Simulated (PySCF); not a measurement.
C4H3O (SMILES [c]1ccoc1), doublet, geometry from GFN2-xTB; M062X/6-31G* in PySCF.

Input for PySCF:
```python
from pyscf import gto, scf, dft

mol = gto.M(
    atom='''
O     0.003210    0.037124    1.100777
C    -0.004705    1.132784    0.306132
C     0.006077   -1.038904    0.290733
C    -0.006685    0.732466   -0.983357
C     0.000199   -0.672687   -1.022982
H    -0.008057    2.094604    0.774367
H     0.012330   -2.003975    0.757835
H     0.000727   -1.309578   -1.881567
''',
    basis='6-31g*',
    charge=0,
    spin=1,
    verbose=4,
)

mf = dft.UKS(mol)
mf.xc = 'm062x'
mf.kernel()
mf.analyze()
```

Output, abridged:

```
PySCF version 2.14.0

[INPUT] verbose = 4
[INPUT] num. atoms = 8
[INPUT] num. electrons = 35
[INPUT] charge = 0
[INPUT] spin (= nelec alpha-beta = 2S) = 1
[INPUT] symmetry False subgroup None
[INPUT] Mole.unit = angstrom
[INPUT] Symbol           X                Y                Z      unit          X                Y                Z       unit  Magmom
[INPUT]  1 O      0.003210000000   0.037124000000   1.100777000000 AA    0.006066020860   0.070154192648   2.080167054220 Bohr   0.0
[INPUT]  2 C     -0.004705000000   1.132784000000   0.306132000000 AA   -0.008891161416   2.140651518289   0.578505637965 Bohr   0.0
[INPUT]  3 C      0.006077000000  -1.038904000000   0.290733000000 AA    0.011483865659  -1.963244029715   0.549405745373 Bohr   0.0
[INPUT]  4 C     -0.006685000000   0.732466000000  -0.983357000000 AA   -0.012632819143   1.384160135556  -1.858275412674 Bohr   0.0
[INPUT]  5 C      0.000199000000  -0.672687000000  -1.022982000000 AA    0.000376055499  -1.271194197555  -1.933155810360 Bohr   0.0
[INPUT]  6 H     -0.008057000000   2.094604000000   0.774367000000 AA   -0.015225523386   3.958227899418   1.463341549901 Bohr   0.0
[INPUT]  7 H      0.012330000000  -2.003975000000   0.757835000000 AA    0.023300323116  -3.786963910475   1.432100597610 Bohr   0.0
[INPUT]  8 H      0.000727000000  -1.309578000000  -1.881567000000 AA    0.001373830893  -2.474743758756  -3.555646315020 Bohr   0.0

nuclear repulsion = 153.517591403733
number of shells = 36
number of NR pGTOs = 147
number of NR cGTOs = 76
basis = 6-31g*
ecp = {}

******** <class 'pyscf.dft.uks.UKS'> ********
method = UKS
initial guess = minao
damping factor = 0
level_shift factor = 0
DIIS = <class 'pyscf.scf.diis.CDIIS'>
diis_start_cycle = 1
diis_space = 8
diis_damp = 0
SCF conv_tol = 1e-09
SCF conv_tol_grad = None
SCF max_cycles = 50
direct_scf = True
direct_scf_tol = 1e-13
number electrons alpha = 18  beta = 17
XC library pyscf.dft.libxc version 7.1.2
    S. Lehtola, C. Steigemann, M. J. T. Oliveira, and M. A. L. Marques,  SoftwareX 7, 1–5 (2018)
XC functionals = m062x
    Y. Zhao and D. G. Truhlar,  Theor. Chem. Acc. 120, 215 (2008)
    Y. Zhao and D. G. Truhlar,  Theor. Chem. Acc. 120, 215 (2008)
radial grids:
    Treutler-Ahlrichs [JCP 102, 346 (1995); DOI:10.1063/1.469408] (M4) radial grids

becke partition: Becke, JCP 88, 2547 (1988); DOI:10.1063/1.454033
pruning grids: <function nwchem_prune>
grids dens level: 3
symmetrized grids: False
atomic radii adjust function: <function treutler_atomic_radii_adjust>
small_rho_cutoff = 0
Set gradient conv threshold to 3.16228e-05
tot grids = 99984
init E= -230.463650723146

cycle= 1 E= -229.184415123159  delta_E= 1.28  |g|= 0.257  |ddm|=  2.1
cycle= 2 E= -229.198193305711  delta_E= -0.0138  |g|= 0.254  |ddm|= 0.381
cycle= 3 E= -229.221704857928  delta_E= -0.0235  |g|= 0.0487  |ddm|= 0.171
cycle= 4 E= -229.222953168208  delta_E= -0.00125  |g|= 0.0262  |ddm|= 0.0612
cycle= 5 E= -229.22336551355  delta_E= -0.000412  |g|= 0.00963  |ddm|= 0.0323
cycle= 6 E= -229.223464896675  delta_E= -9.94e-05  |g|= 0.0028  |ddm|= 0.0177
cycle= 7 E= -229.223479801426  delta_E= -1.49e-05  |g|= 0.00168  |ddm|= 0.00666
cycle= 8 E= -229.223485627998  delta_E= -5.83e-06  |g|= 0.000846  |ddm|= 0.00418
cycle= 9 E= -229.223487625828  delta_E= -2e-06  |g|= 0.000448  |ddm|= 0.00271
cycle= 10 E= -229.223488122514  delta_E= -4.97e-07  |g|= 0.000205  |ddm|= 0.00139
cycle= 11 E= -229.223488241624  delta_E= -1.19e-07  |g|= 7.52e-05  |ddm|= 0.000841
cycle= 12 E= -229.223488251548  delta_E= -9.92e-09  |g|= 3.83e-05  |ddm|= 0.00019
cycle= 13 E= -229.223488254171  delta_E= -2.62e-09  |g|= 2.35e-05  |ddm|= 9.42e-05
cycle= 14 E= -229.223488254839  delta_E= -6.67e-10  |g|= 1.28e-05  |ddm|= 5.08e-05
Extra cycle  E= -229.223488254869  delta_E= -3.06e-11  |g|= 1.63e-05  |ddm|= 2.53e-05
converged SCF energy = -229.223488254869  <S^2> = 0.75995057  2S+1 = 2.0099259
**** SCF Summaries ****
Total Energy =                        -229.223488254869210
Nuclear Repulsion Energy =             153.517591403732638
One-electron Energy =                 -613.615657759667101
Two-electron Energy =                  230.874578101065254
Two-electron Coulomb Energy =          262.182796128209645
DFT Exchange-Correlation Energy =      -31.308218027144385
**** MO energy ****
                             alpha | beta                alpha | beta
MO #1   energy= -19.7127583084056  | -19.7119686523685  occ= 1 | 1
MO #2   energy= -10.5987379638735  | -10.5980704445     occ= 1 | 1
MO #3   energy= -10.5927345498492  | -10.5927463154015  occ= 1 | 1
MO #4   energy= -10.5704797449874  | -10.5596914784826  occ= 1 | 1
MO #5   energy= -10.545886693947   | -10.5457037710169  occ= 1 | 1
MO #6   energy= -1.24743022225862  | -1.24382239985783  occ= 1 | 1
MO #7   energy= -0.908430577564073 | -0.893619419658763 occ= 1 | 1
MO #8   energy= -0.846584253414953 | -0.840341825039966 occ= 1 | 1
MO #9   energy= -0.676956548905973 | -0.668314829702268 occ= 1 | 1
MO #10  energy= -0.653242569637047 | -0.648080373004646 occ= 1 | 1
MO #11  energy= -0.60976468151234  | -0.584172942540337 occ= 1 | 1
MO #12  energy= -0.538561653693864 | -0.537345324455093 occ= 1 | 1
MO #13  energy= -0.514019949859291 | -0.509770185552829 occ= 1 | 1
MO #14  energy= -0.483427841966476 | -0.477382181546849 occ= 1 | 1
MO #15  energy= -0.446355234331618 | -0.436824099387569 occ= 1 | 1
MO #16  energy= -0.350035242670267 | -0.335577676373484 occ= 1 | 1
MO #17  energy= -0.33986318666513  | -0.279377361589147 occ= 1 | 1
MO #18  energy= -0.284266309170079 | -0.0473887121786909 occ= 1 | 0
MO #19  energy= 0.0578257803472635 | 0.0595063645117961 occ= 0 | 0
MO #20  energy= 0.120016486690315  | 0.13907890008082   occ= 0 | 0
MO #21  energy= 0.17654613228148   | 0.175658585576498  occ= 0 | 0
MO #22  energy= 0.19644084686613   | 0.196458987817933  occ= 0 | 0
MO #23  energy= 0.206593606177156  | 0.207257242833864  occ= 0 | 0
MO #24  energy= 0.244555304956479  | 0.247615193128487  occ= 0 | 0
MO #25  energy= 0.257724921379431  | 0.264294874841656  occ= 0 | 0
MO #26  energy= 0.355209024442757  | 0.354561064404078  occ= 0 | 0

To work with the spin densities directly, `use mulliken_meta_spin()` only printing them here.

 ** Mulliken spin pop alpha/beta on meta-lowdin orthogonal AOs **
 ** Mulliken Spin Density (per AO)  **
spin_pop of  0 O 1s       -0.00000
spin_pop of  0 O 2s        0.00221
spin_pop of  0 O 3s       -0.00003
spin_pop of  0 O 2px      -0.00924
spin_pop of  0 O 2py       0.00822
spin_pop of  0 O 2pz       0.02698
spin_pop of  0 O 3px      -0.00009
spin_pop of  0 O 3py      -0.00001
spin_pop of  0 O 3pz      -0.00000
spin_pop of  0 O 3dxy     -0.00004
spin_pop of  0 O 3dyz      0.00001
spin_pop of  0 O 3dz^2    -0.00004
spin_pop of  0 O 3dxz      0.00003
spin_pop of  0 O 3dx2-y2    0.00001
spin_pop of  1 C 1s        0.00000
spin_pop of  1 C 2s       -0.00151
spin_pop of  1 C 3s        0.00038
spin_pop of  1 C 2px      -0.06840
spin_pop of  1 C 2py      -0.00204
spin_pop of  1 C 2pz      -0.01409
spin_pop of  1 C 3px      -0.00029
spin_pop of  1 C 3py       0.00013
spin_pop of  1 C 3pz       0.00122
spin_pop of  1 C 3dxy      0.00004
spin_pop of  1 C 3dyz      0.00054
spin_pop of  1 C 3dz^2    -0.00006
spin_pop of  1 C 3dxz      0.00003
spin_pop of  1 C 3dx2-y2   -0.00001
spin_pop of  2 C 1s        0.00000
spin_pop of  2 C 2s        0.00925
spin_pop of  2 C 3s        0.00006
spin_pop of  2 C 2px       0.01388
spin_pop of  2 C 2py      -0.00062
spin_pop of  2 C 2pz       0.01885
spin_pop of  2 C 3px       0.00002
spin_pop of  2 C 3py       0.00004
spin_pop of  2 C 3pz       0.00000
spin_pop of  2 C 3dxy     -0.00001
spin_pop of  2 C 3dyz      0.00007
spin_pop of  2 C 3dz^2     0.00003
spin_pop of  2 C 3dxz     -0.00005
spin_pop of  2 C 3dx2-y2   -0.00001
spin_pop of  3 C 1s        0.00000
spin_pop of  3 C 2s        0.19415
spin_pop of  3 C 3s        0.00238
spin_pop of  3 C 2px       0.08471
spin_pop of  3 C 2py       0.28045
spin_pop of  3 C 2pz       0.46911
spin_pop of  3 C 3px      -0.00004
spin_pop of  3 C 3py       0.00048
spin_pop of  3 C 3pz       0.00059
spin_pop of  3 C 3dxy     -0.00001
spin_pop of  3 C 3dyz     -0.00018
spin_pop of  3 C 3dz^2    -0.00009
spin_pop of  3 C 3dxz     -0.00025
spin_pop of  3 C 3dx2-y2    0.00001
spin_pop of  4 C 1s        0.00000
spin_pop of  4 C 2s       -0.00292
spin_pop of  4 C 3s        0.00027
spin_pop of  4 C 2px      -0.02030
spin_pop of  4 C 2py      -0.00512
spin_pop of  4 C 2pz      -0.00439
spin_pop of  4 C 3px      -0.00003
spin_pop of  4 C 3py       0.00083
spin_pop of  4 C 3pz       0.00041
spin_pop of  4 C 3dxy      0.00004
spin_pop of  4 C 3dyz      0.00036
spin_pop of  4 C 3dz^2    -0.00001
spin_pop of  4 C 3dxz      0.00003
spin_pop of  4 C 3dx2-y2    0.00001
spin_pop of  5 H 1s        0.00479
spin_pop of  5 H 2s        0.00006
spin_pop of  6 H 1s        0.00264
spin_pop of  6 H 2s        0.00004
spin_pop of  7 H 1s        0.00636
spin_pop of  7 H 2s        0.00017
 ** Mulliken Spin Density (per atom)  **
spin density of  0 O =      0.02799
spin density of  1 C =     -0.08406
spin density of  2 C =      0.04152
spin density of  3 C =      1.03131
spin density of  4 C =     -0.03083
spin density of  5 H =      0.00485
spin density of  6 H =      0.00268
spin density of  7 H =      0.00653
 ** Mulliken pop alpha/beta on meta-lowdin orthogonal AOs **
 ** Mulliken pop       alpha | beta **
In total            18.00000 | 17.00000
 ** Mulliken atomic charges   ( Nelec_alpha | Nelec_beta ) **
charge of  0O =     -0.22890  (     4.12845      4.10045 )
charge of  1C =      0.00970  (     2.95312      3.03718 )
charge of  2C =      0.04794  (     2.99679      2.95527 )
charge of  3C =     -0.04687  (     3.53909      2.50778 )
charge of  4C =     -0.18815  (     3.07866      3.10949 )
charge of  5H =      0.13813  (     0.43336      0.42851 )
charge of  6H =      0.13379  (     0.43444      0.43176 )
charge of  7H =      0.13435  (     0.43609      0.42956 )
Dipole moment(X, Y, Z, Debye):  0.00233, -0.51843, -0.07789
```
